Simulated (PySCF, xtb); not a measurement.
TiCl₃, SMILES [Cl][Ti+]([Cl])[Cl], charge +1, multiplicity 1.

Harmonic wavenumbers (cm⁻¹) from GFN2-xTB (xtb) at its own minimum, in rising order: 149, 150, 163, 386, 439, 439.

Question: What does PBE0-D3(BJ)/def2-SVP in PySCF 2.14.0 give at its own minimum? (Estimate from the structure and the level; the computed values follow.)

Answer: 121, 141, 141, 477, 565, 565. Paired by order, the mean absolute difference is 67 cm⁻¹ and the zero-point energies are 2.5 and 2.9 kcal/mol.
